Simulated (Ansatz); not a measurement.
C8H14O6Si⁺, that is SiEt(OAc)3 with one electron fewer. The state is a doublet with charge 1. Geometry PBE-D4/def2-SVP; atoms count from 1.

```xyz
29

Si   -0.147   -0.202   -0.334
C    -0.554   -0.944   -1.976
C    -0.261   -2.449   -2.089
H     0.048   -0.353   -2.705
H    -1.619   -0.711   -2.188
H    -0.495   -2.805   -3.111
H     0.804   -2.679   -1.888
H    -0.878   -3.045   -1.387
O    -0.852   -0.949    1.049
C    -2.188   -0.904    1.198
C    -2.724   -1.586    2.416
O    -2.885   -0.323    0.367
H    -3.826   -1.544    2.434
H    -2.306   -1.083    3.313
H    -2.370   -2.637    2.427
O    -0.592    1.448   -0.153
C     0.102    2.477   -0.684
C    -0.399    3.835   -0.331
O     1.079    2.245   -1.392
H     0.122    4.610   -0.918
H    -0.211    3.995    0.753
H    -1.495    3.880   -0.494
O     1.516   -0.431   -0.033
C     2.307    0.234    0.839
C     3.732   -0.211    0.849
O     1.850    1.128    1.541
H     4.314    0.355    1.597
H     4.154   -0.053   -0.165
H     3.774   -1.298    1.064
```

Question: Estimate the Mulliken populations from the PBE0/def2-SVP orbitals of Ansatz.

Answer: 
```csv
atom,charge (e),spin (α − β)
Si1,1.03,-0.02
C2,-0.36,0.01
C3,-0.11,0.00
H4,0.12,0.00
H5,0.13,0.00
H6,0.10,0.00
H7,0.08,0.00
H8,0.07,0.00
O9,-0.42,0.02
C10,0.23,-0.03
C11,-0.05,0.03
O12,-0.17,0.27
H13,0.12,0.00
H14,0.12,0.00
H15,0.12,0.00
O16,-0.41,0.06
C17,0.24,-0.04
C18,-0.06,0.03
O19,-0.15,0.33
H20,0.12,0.00
H21,0.13,0.00
H22,0.13,0.00
O23,-0.42,0.05
C24,0.24,-0.04
C25,-0.06,0.03
O26,-0.16,0.29
H27,0.12,0.00
H28,0.13,0.00
H29,0.12,0.00
```
Mulliken values and Mayer orders depend strongly on the basis.

Question: Where does the spin sit?

Answer: Summed by element: Si -0.02, C -0.01, H 0.01, O 1.02, of 1 unpaired in all. Largest on single atoms: O19 0.33, O26 0.29, O12 0.27.

Question: And the Mayer bond orders between bonded heavy atoms (over 0.3)?

Answer: Si1–C2 1.05 (1.85 Å); Si1–O9 0.90 (1.72 Å); Si1–O16 0.87 (1.72 Å); Si1–O23 0.91 (1.71 Å); C2–C3 1.05 (1.54 Å); O9–C10 1.13 (1.35 Å); C10–C11 1.04 (1.50 Å); C10–O12 1.86 (1.23 Å); O16–C17 1.12 (1.35 Å); C17–C18 1.05 (1.49 Å); C17–O19 1.83 (1.23 Å); O23–C24 1.10 (1.35 Å); C24–C25 1.04 (1.49 Å); C24–O26 1.87 (1.23 Å).
